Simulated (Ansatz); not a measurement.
Input file:

```yaml
crystal:
  periodic: [false, false, false]
  atoms:
    - { symbol: C, position_ang: [-1.311521, 1.635323, 0.66972] }
    - { symbol: S, position_ang: [0.504549, 1.666078, 0.970017] }
    - { symbol: Si, position_ang: [0.88358, -0.444525, 1.151016] }
    - { symbol: C, position_ang: [0.212143, -1.406238, -0.337105] }
    - { symbol: As, position_ang: [0.658913, -0.530881, -2.013313] }
    - { symbol: H, position_ang: [-1.535573, 1.156784, -0.294986] }
    - { symbol: H, position_ang: [-1.640095, 2.682805, 0.6342] }
    - { symbol: H, position_ang: [-1.845493, 1.12554, 1.484848] }
    - { symbol: H, position_ang: [0.224156, -1.009151, 2.367635] }
    - { symbol: H, position_ang: [2.360149, -0.576413, 1.254776] }
    - { symbol: H, position_ang: [-0.875401, -1.541355, -0.234927] }
    - { symbol: H, position_ang: [0.688237, -2.399752, -0.320173] }
    - { symbol: H, position_ang: [1.084642, 0.882014, -2.00945] }
    - { symbol: H, position_ang: [0.578813, -1.26943, -3.293356] }
basis:
  gaussian: { orbitals: def2-SVP }
hamiltonian:
  xc: b3lyp
  dispersion: d4
phonons: {}
```

Command:

```bash
$ ansatz run input.yaml --threads 2 --pin off --max-ram 3072MiB --backend cpu --events-out ev --progress --plain --runs-dir out
```

Hardware: 2 threads of Arm Neoverse V2 (shared host).

Task: Roughly how long does this run take, and how much memory?

Result: 4.9 min, with a peak of 0.4 GiB, for 0 ionic steps.
